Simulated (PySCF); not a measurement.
Mn⁺: excitation energy

Mn⁺ [Ar] 3d5 4s1 (7S) → Mn⁺ [Ar] 3d4 4s2 (5D), as a difference of total energies. Calculation: PySCF 2.14, in ANO-RCC-VTZP (6s5p3d2f1g, 59 functions); scalar relativity by spin-free X2C-1e. Correlated levels: valence and next inner shell: [Ne] frozen. The calculations carry no spin-orbit coupling.

```json
{"method": "UHF", "excitation energy (eV)": "7.104"}
{"method": "MP2 (valence and next inner shell)", "excitation energy (eV)": "7.260"}
{"method": "SCS-MP2 (valence and next inner shell)", "excitation energy (eV)": "6.585"}
{"method": "CCSD (valence and next inner shell)", "excitation energy (eV)": "6.861"}
{"method": "CCSD(T) (valence and next inner shell)", "excitation energy (eV)": "6.704"}
```

How much does correlation contribute at CCSD(T) (valence and next inner shell)?

6.704 − (7.104) = -0.400 eV, measured against UHF.

A first-order spin-orbit estimate (lowest level to lowest level, LS coupling) adds -0.076 eV.

The coupled-cluster amplitudes are large for the upper state (T1 above 0.03 or a double amplitude above 0.15), so a single reference is strained.
